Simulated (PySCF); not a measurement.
H₄SeSi, SMILES [SiH3][SeH].

Geometry: PBE0-D3(BJ)/def2-TZVP.

These are TDA-PBE0/def2-SVPD (PySCF 2.14.0) values and carry that method's errors.

Vertical excitations. Gas-phase values at a fixed geometry. State labels are in the subgroup Cs.

Computed lowest excited states:
| state | symmetry | energy (eV) | λ (nm) | f | main pairs |
|---|---|---|---|---|---|
| S1 | A" | 5.34 | 232 | 0.000 | HOMO→LUMO+1 96 % |
| S2 | A" | 5.47 | 227 | 0.036 | HOMO→LUMO 99 % |
| S3 | A" | 6.60 | 188 | 0.000 | HOMO→LUMO+2 92 % |
| S4 | A' | 6.91 | 179 | 0.018 | HOMO→LUMO+4 88 % |
| S5 | A" | 6.92 | 179 | 0.008 | HOMO→LUMO+3 91 % |
| S6 | A" | 7.33 | 169 | 0.006 | HOMO→LUMO+5 95 % |
| S7 | A" | 7.40 | 167 | 0.020 | HOMO→LUMO+6 96 % |
| S8 | A' | 7.54 | 164 | 0.122 | HOMO−1→LUMO 45 %, HOMO→LUMO+7 34 %, HOMO−1→LUMO+1 19 % |
| S9 | A' | 7.63 | 162 | 0.023 | HOMO→LUMO+7 61 %, HOMO−1→LUMO+1 24 %, HOMO−1→LUMO 13 % |
| S10 | A' | 8.03 | 154 | 0.187 | HOMO−1→LUMO+1 29 %, HOMO−1→LUMO 24 %, HOMO→LUMO+9 18 %, HOMO−2→LUMO 16 % |
| T1 | A" | 4.91 | 253 | 0 | HOMO→LUMO+1 92 % |
| T2 | A" | 5.07 | 245 | 0 | HOMO→LUMO 97 % |
| T3 | A' | 6.40 | 194 | 0 | HOMO→LUMO+4 69 %, HOMO−1→LUMO+1 19 % |
| T4 | A" | 6.46 | 192 | 0 | HOMO→LUMO+2 64 %, HOMO→LUMO+3 33 % |
Triplets are in the Tamm–Dancoff approximation.
